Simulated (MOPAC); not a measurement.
MOPAC input (MNDO):

```
MNDO PRECISE GNORM=0.05 LET XYZ CHARGE=-1 GEO-OK AUX(PRECISION=9) THREADS=1
C3H8BO

C    -0.37573800 1    1.59011500 1   -0.10693600 1
B    -0.48584100 1    0.13637000 1   -0.06191600 1
C    -1.86260100 1   -0.68833900 1   -0.18919800 1
O     0.62487700 1   -0.77161900 1    0.10335000 1
C     1.89895600 1   -0.22597700 1    0.22979200 1
H    -1.25369600 1    2.22260500 1   -0.23417900 1
H     0.55057500 1    2.15699300 1   -0.02177500 1
H    -2.72466200 1   -0.02575000 1   -0.31579000 1
H    -1.84591100 1   -1.37899100 1   -1.04400600 1
H    -2.04848000 1   -1.30969900 1    0.69812200 1
H     2.18278500 1    0.37067800 1   -0.65126500 1
H     1.97881700 1    0.44045000 1    1.10289900 1
H     2.62705700 1   -1.03997700 1    0.34683000 1
```

Output:

```
 *******************************************************************************
 **                                                                           **
 **                              MOPAC v23.2.5                                **
 **                                                                           **
 *******************************************************************************
 ** MOPAC's Digital Object Identifier: https://doi.org/10.5281/zenodo.6511958 **
 **                                                                           **
 ** Please cite the open-source release paper for use of this MOPAC version:  **
 ** J. E. Moussa and J. J. P. Stewart (2026)                                  **
 ** MOPAC: An open-source semiempirical molecular orbital program             **
 ** J. Open Source Softw., 11(119), 8025, https://doi.org/10.21105/joss.08025 **
 *******************************************************************************

                              MNDO CALCULATION RESULTS

 *******************************************************************************
 *  MNDO       - The MNDO Hamiltonian to be used
 *  GEO-OK     - OVERRIDE INTERATOMIC DISTANCE AND OTHER SAFETY CHECKS
 *
 *
 *
 *                 CHARGE ON SYSTEM = -1
 *
 *
 *
 *  LET        - OVERRIDE SOME SAFETY CHECKS
 *  PRECISE    - TIGHTER CRITERIA TO BE USED
 *  XYZ        - CARTESIAN COORDINATE SYSTEM TO BE USED
 *  GNORM      - EXIT WHEN GRADIENT NORM DROPS BELOW 0.050
 *  AUX        - OUTPUT AUXILIARY INFORMATION
 *******************************************************************************
MNDO PRECISE GNORM=0.05 LET XYZ CHARGE=-1 GEO-OK AUX(PRECISION=9) THREADS=1
 C3H8BO

   ATOM   CHEMICAL          X               Y               Z
  NUMBER   SYMBOL      (ANGSTROMS)     (ANGSTROMS)     (ANGSTROMS)

     1       C         -0.37573800  *   1.59011500  *  -0.10693600  *
     2       B         -0.48584100  *   0.13637000  *  -0.06191600  *
     3       C         -1.86260100  *  -0.68833900  *  -0.18919800  *
     4       O          0.62487700  *  -0.77161900  *   0.10335000  *
     5       C          1.89895600  *  -0.22597700  *   0.22979200  *
     6       H         -1.25369600  *   2.22260500  *  -0.23417900  *
     7       H          0.55057500  *   2.15699300  *  -0.02177500  *
     8       H         -2.72466200  *  -0.02575000  *  -0.31579000  *
     9       H         -1.84591100  *  -1.37899100  *  -1.04400600  *
    10       H         -2.04848000  *  -1.30969900  *   0.69812200  *
    11       H          2.18278500  *   0.37067800  *  -0.65126500  *
    12       H          1.97881700  *   0.44045000  *   1.10289900  *
    13       H          2.62705700  *  -1.03997700  *   0.34683000  *

          CARTESIAN COORDINATES

    NO.       ATOM           X           Y           Z

     1         C         -0.3757      1.5901     -0.1069
     2         B         -0.4858      0.1364     -0.0619
     3         C         -1.8626     -0.6883     -0.1892
     4         O          0.6249     -0.7716      0.1033
     5         C          1.8990     -0.2260      0.2298
     6         H         -1.2537      2.2226     -0.2342
     7         H          0.5506      2.1570     -0.0218
     8         H         -2.7247     -0.0258     -0.3158
     9         H         -1.8459     -1.3790     -1.0440
    10         H         -2.0485     -1.3097      0.6981
    11         H          2.1828      0.3707     -0.6513
    12         H          1.9788      0.4405      1.1029
    13         H          2.6271     -1.0400      0.3468

  H: (MNDO): M.J.S. DEWAR, W. THIEL, J. AM. CHEM. SOC., 99, 4899, (1977)
  B: (MNDO): M.J.S. DEWAR, M.L. MCKEE, J. AM. CHEM. SOC., 99, 5231, (1977)
  C: (MNDO): M.J.S. DEWAR, W. THIEL, J. AM. CHEM. SOC., 99, 4899, (1977)
  O: (MNDO): M.J.S. DEWAR, W. THIEL, J. AM. CHEM. SOC., 99, 4899, (1977)

           Empirical Formula: C3 H8 O B  =    13 atoms

      MOLECULAR POINT GROUP   :   Cs

      RHF CALCULATION, NO. OF DOUBLY OCCUPIED LEVELS = 15

          Geometry optimization using EF

          DIAGONAL MATRIX USED AS START HESSIAN

 CYCLE:     1  GRAD.:    93.893 HEAT: -88.16054
 CYCLE:     2  GRAD.:   350.180 HEAT: -69.51580
 CYCLE:     3  GRAD.:   314.737 HEAT: -70.63189
 CYCLE:     4  GRAD.:   159.771 HEAT: -84.53208
 CYCLE:     5  GRAD.:   186.326 HEAT: -79.73703
 CYCLE:     6  GRAD.:   208.823 HEAT: -80.25357
 CYCLE:     7  GRAD.:   198.431 HEAT: -79.19570
 CYCLE:     8  GRAD.:   209.254 HEAT: -80.94562
 CYCLE:     9  GRAD.:   236.321 HEAT: -76.99888
 CYCLE:    10  GRAD.:   183.044 HEAT: -83.24829
 CYCLE:    11  GRAD.:   249.617 HEAT: -78.36940
 CYCLE:    12  GRAD.:   212.273 HEAT: -80.26281
 CYCLE:    13  GRAD.:   230.125 HEAT: -80.99126
 CYCLE:    14  GRAD.:    74.684 HEAT: -90.68410
 CYCLE:    15  GRAD.:   346.677 HEAT: -68.40368
 CYCLE:    16  GRAD.:    84.091 HEAT: -89.42598
 CYCLE:    17  GRAD.:   129.142 HEAT: -84.60417
 CYCLE:    18  GRAD.:    60.791 HEAT: -90.80724
 CYCLE:    19  GRAD.:   211.475 HEAT: -77.94688
 CYCLE:    20  GRAD.:    75.704 HEAT: -90.03572
 CYCLE:    21  GRAD.:    99.509 HEAT: -86.21951
 CYCLE:    22  GRAD.:     8.118 HEAT: -92.39339
 CYCLE:    23  GRAD.:     9.170 HEAT: -92.37750
 CYCLE:    24  GRAD.:     7.267 HEAT: -92.43446
 CYCLE:    25  GRAD.:    28.726 HEAT: -92.15681
 CYCLE:    26  GRAD.:     3.374 HEAT: -92.45777
 CYCLE:    27  GRAD.:    20.580 HEAT: -92.35102
 CYCLE:    28  GRAD.:     1.165 HEAT: -92.47051
 CYCLE:    29  GRAD.:     0.863 HEAT: -92.47714
 CYCLE:    30  GRAD.:     0.944 HEAT: -92.49350
 CYCLE:    31  GRAD.:     0.424 HEAT: -92.49387
 CYCLE:    32  GRAD.:     0.196 HEAT: -92.49409
 CYCLE:    33  GRAD.:     0.142 HEAT: -92.49417
 CYCLE:    34  GRAD.:     0.130 HEAT: -92.49425
 CYCLE:    35  GRAD.:     0.049 HEAT: -92.49428

     GRADIENT =  0.04918 IS LESS THAN CUTOFF =  0.05000

 -------------------------------------------------------------------------------
 MNDO PRECISE GNORM=0.05 LET XYZ CHARGE=-1 GEO-OK AUX(PRECISION=9) THREADS=1
 C3H8BO

     GEOMETRY OPTIMISED USING EIGENVECTOR FOLLOWING (EF).
     SCF FIELD WAS ACHIEVED

                              MNDO CALCULATION
                                                       MOPAC v23.2.5 Linux

          FINAL HEAT OF FORMATION =        -92.49428 KCAL/MOL =    -386.99606 KJ/MOL

          COSMO AREA              =        124.54 SQUARE ANGSTROMS
          COSMO VOLUME            =        110.36 CUBIC ANGSTROMS

          GRADIENT NORM           =          0.04918          =       0.01364 PER ATOM
          IONIZATION POTENTIAL    =          2.046314 EV
          HOMO LUMO ENERGIES (EV) =         -2.046  8.243
          NO. OF FILLED LEVELS    =         15
          MOLECULAR WEIGHT        =         70.9056         POINT GROUP:  Cs

          MOLECULAR DIMENSIONS (Angstroms)

            Atom       Atom       Distance
            H    13    H     8     5.47233
            H     7    H     9     4.05079
            H    11    H    10     2.30340

          SCF CALCULATIONS        =         36

   ATOM   CHEMICAL          X               Y               Z
  NUMBER   SYMBOL      (ANGSTROMS)     (ANGSTROMS)     (ANGSTROMS)

     1       C         -0.44471574  *   1.57123397  *  -0.11420219  *
     2       B         -0.49530096  *   0.16532365  *  -0.06417481  *
     3       C         -1.82930977  *  -0.67295916  *  -0.18592651  *
     4       O          0.62749250  *  -0.70318891  *   0.10088436  *
     5       C          1.92060626  *  -0.26425158  *   0.23383818  *
     6       H         -1.33721398  *   2.18841958  *  -0.24249591  *
     7       H          0.44683171  *   2.19736624  *  -0.03545239  *
     8       H         -2.72276792  *  -0.02202719  *  -0.31570856  *
     9       H         -1.82428485  *  -1.36840210  *  -1.05768615  *
    10       H         -2.03045046  *  -1.29784833  *   0.71555622  *
    11       H          2.31186527  *   0.30404326  *  -0.65197265  *
    12       H          2.10361031  *   0.37528361  *   1.13838647  *
    13       H          2.58790927  *  -1.16377484  *   0.34725236  *

                             CARTESIAN COORDINATES

   1    C       -0.444715738     1.571233970    -0.114202188
   2    B       -0.495300955     0.165323654    -0.064174814
   3    C       -1.829309772    -0.672959161    -0.185926509
   4    O        0.627492503    -0.703188908     0.100884365
   5    C        1.920606264    -0.264251576     0.233838182
   6    H       -1.337213981     2.188419582    -0.242495906
   7    H        0.446831710     2.197366237    -0.035452393
   8    H       -2.722767919    -0.022027192    -0.315708558
   9    H       -1.824284851    -1.368402102    -1.057686154
  10    H       -2.030450459    -1.297848328     0.715556224
  11    H        2.311865269     0.304043256    -0.651972649
  12    H        2.103610308     0.375283610     1.138386469
  13    H        2.587909274    -1.163774843     0.347252360

           Empirical Formula: C3 H8 O B  =    13 atoms

      MOLECULAR POINT GROUP   :   Cs

                  EIGENVALUES
 -36.88011 -26.58748 -23.22567 -22.54553 -13.86774 -10.75278 -10.72272  -9.93303
  -8.82141  -8.37346  -7.97707  -6.51271  -6.42427  -5.81848  -2.04631   8.24280
   8.32604   8.80006   9.14812   9.39236   9.51112  10.13538  10.29694  10.85278
  11.33821  11.76370  13.35981  14.86315

              NET ATOMIC CHARGES AND DIPOLE CONTRIBUTIONS

  ATOM NO.   TYPE          CHARGE      No. of ELECS.   s-Pop       p-Pop
    1          C          -0.346560        4.3466     1.21087     3.13569
    2          B          -0.251136        3.2511     1.11704     2.13410
    3          C           0.132409        3.8676     1.20701     2.66059
    4          O          -0.315815        6.3158     1.77710     4.53871
    5          C           0.279133        3.7209     1.20852     2.51234
    6          H          -0.039382        1.0394     1.03938
    7          H          -0.044543        1.0445     1.04454
    8          H          -0.065568        1.0656     1.06557
    9          H          -0.070126        1.0701     1.07013
   10          H          -0.070124        1.0701     1.07012
   11          H          -0.068135        1.0681     1.06814
   12          H          -0.068131        1.0681     1.06813
   13          H          -0.072021        1.0720     1.07202
 DIPOLE           X         Y         Z       TOTAL
 POINT-CHG.     1.769    -2.372     0.300     2.974
 HYBRID         0.171     0.396     0.004     0.431
 SUM            1.940    -1.976     0.304     2.785

          ATOMIC ORBITAL ELECTRON POPULATIONS

     Atom    s        px        py        pz
    1  C   1.21087   0.84217   0.89874   1.39479
    2  B   1.11704   0.68618   0.76669   0.68123
    3  C   1.20701   0.94673   0.87624   0.83761
    4  O   1.77710   1.13430   1.54931   1.85510
    5  C   1.20852   0.81813   0.83222   0.86199
    6  H   1.03938
    7  H   1.04454
    8  H   1.06557
    9  H   1.07013
   10  H   1.07012
   11  H   1.06814
   12  H   1.06813
   13  H   1.07202

 **********************
 *                    *
 * JOB ENDED NORMALLY *
 *                    *
 **********************

 == MOPAC DONE ==
```

The dipole moment of an ion depends on the origin.

The geometry given is a B3LYP-D3(BJ)/def2-TZVP minimum.
